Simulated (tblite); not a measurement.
C6H8N3 (doublet state).
Atom-mapped SMILES: `[CH3:1]/[N:2]=[CH:3]\[CH:4][n:5]1[cH:6][cH:7][n:8][cH:9]1` (hydrogens: H10, H11, H12 on C1; H13 on C3; H14 on C4; H15 on C6; H16 on C7; H17 on C9)

Computed geometry: GFN2-xTB, gas phase. This method treats the open shell by occupation alone, without spin polarisation.

(1) List the bond lengths, angles and torsions at this level.

Results:

(1) 
| bond | length (Å) |
| --- | --- |
| C1–N2 | 1.428 |
| N2=C3 | 1.294 |
| C3–C4 | 1.398 |
| C4–N5 | 1.360 |
| N5–C6 | 1.376 |
| C6–C7 | 1.362 |
| C7–N8 | 1.367 |
| N8–C9 | 1.295 |
| N5–C9 | 1.378 |
| C1–H10, C1–H11, C1–H12 | 1.094 |
| C3–H13 | 1.085 |
| C4–H14 | 1.081 |
| C6–H15 | 1.069 |
| C7–H16 | 1.071 |
| C9–H17 | 1.072 |

Bonds in one row agree within 0.01 Å and their mean is given. A selection of angles:
| angle | degrees |
| --- | --- |
| C1–N2–C3 | 121.5 |
| N2–C3–C4 | 128.2 |
| C3–C4–N5 | 124.7 |
| C4–N5–C6 | 129.7 |
| C4–N5–C9 | 125.0 |
| C6–N5–C9 | 105.3 |
| N5–C6–C7 | 106.3 |
| C6–C7–N8 | 110.3 |
| C7–N8–C9 | 105.7 |
| N5–C9–N8 | 112.4 |

Torsions: C1–N2–C3–C4 -1° (synperiplanar); N2–C3–C4–N5 -179° (antiperiplanar); C3–C4–N5–C6 -2° (synperiplanar). The mirror-image conformer, all signs reversed, is as good.

C4 (carbon bonded to C, N and H) is planar (angles 124.7°, 120.8° and 114.5°, sum 360.0°, 0.01 Å off the plane of its three neighbours). Of the pairs four or more bonds apart, C1···H14 is among the closest relative to their van der Waals radii: 2.67 Å, 92 % of the sum of Bondi's values. The C–N distances run from 1.294 Å (N2=C3, drawn double in one of several resonance forms) to 1.428 Å (C1–N2, drawn single), a spread of 0.134 Å. The 9 heavy atoms lie in one plane (0.011 Å rms). N5 (nitrogen bonded to 3 C) is planar (angles 129.7°, 125.0° and 105.3°, sum 360.0°, 0.00 Å off the plane of its three neighbours). C3 (carbon bonded to C, N and H) is planar (angles 128.2°, 118.0° and 113.8°, sum 360.0°, 0.00 Å off the plane of its three neighbours). C6 (carbon bonded to C, N and H) is planar (angles 130.9°, 122.9° and 106.3°, sum 360.0°, 0.00 Å off the plane of its three neighbours).

Point group: near Cs, missed by 0.18 Å at most; the miss may be what the optimiser left on a soft mode. Its lowest GFN2-xTB frequency is 17i cm⁻¹, too small to tell a flat minimum from a shallow saddle. 3 starts were optimised and ended at 0.00, 0.13 and 0.29 kcal/mol (GFN2-xTB); the lowest of these is shown.
